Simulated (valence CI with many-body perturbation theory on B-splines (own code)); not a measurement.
Mn3+: key properties

Level of theory: configuration interaction combined with many-body perturbation theory (CI+MBPT): four valence electrons over a frozen Dirac-Fock core [Ar], radial functions for each j: 7 s, 7 p, 8 d, 6 f, 4 g, 1 h, with the one-electron correlation potential Σ1, the two-electron term Σ2, the three-electron term Σ3, Breit, model QED; selected CI, second order for the rest, scaled by the run's own slope (own B-spline code, finite nucleus).

Against 22 measured levels this calculation errs by 308 cm⁻¹ on average and by 1010 at most. These come from a selection out of Corliss and Sugar, J. Phys. Chem. Ref. Data 6, 1253 (1977). Levels without a partner in it may be off by more, other configurations by 1,000 to 8,000 cm⁻¹. Only levels of the ground parity were solved; by the run's estimate the other parity begins above the list, which can be wrong where configurations are misplaced.

Rates and lifetimes use the calculated energies. Strong lines usually hold to 10 to 20 %, long lifetimes can be off by a factor of two.

**Question.** What is the ground level?

**Answer.** 3d⁴ ⁵D_0, composition 99 % 3d⁴ ⁵D.

**Question.** How well does LS coupling describe the low levels?

**Answer.** Among the lowest 20 levels the leading LS term, summed over configurations, holds 96 % on average. For single configurations the figures are 95 % in LS and 51 % in jj coupling. Terms mix most in the J = 2 level at 2.812 eV, where the leading one holds 72 %.

**Question.** How is the term ⁵D of the ground level split?

**Answer.** J = 0 at 0.0000, J = 1 at 0.0118, J = 2 at 0.0346, J = 3 at 0.0671, J = 4 at 0.1078 eV.

**Question.** Name the longest-lived excited levels whose lifetime is computed, and their main decay.

**Answer.** 3d⁴ ⁵D_1 at 0.0118 eV lives 21400 s, mostly by M1 to 3d⁴ ⁵D_0.

**Question.** What is the ionisation energy?

**Answer.** 50.646 eV; NIST lists 51.21 ± 0.12 eV (semi-empirical).
